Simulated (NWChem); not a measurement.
AgPH3I; SMILES [PH3]->[Ag][I]

Program: NWChem. The geometry was optimised at PBE-D3(BJ)/def2-SVP. def2 effective core potentials on Ag, I; no spin-orbit coupling. Level: PBE0/def2-SVPD; rows give the wavelength of the field.

For field static:

| Property | Value |
|---|---|
| anisotropy (bohr³) | 65.9 |

What are these values for field 1065 nm?


| Quantity | Value |
|---|---|
| anisotropy (bohr³) | 68.3 |
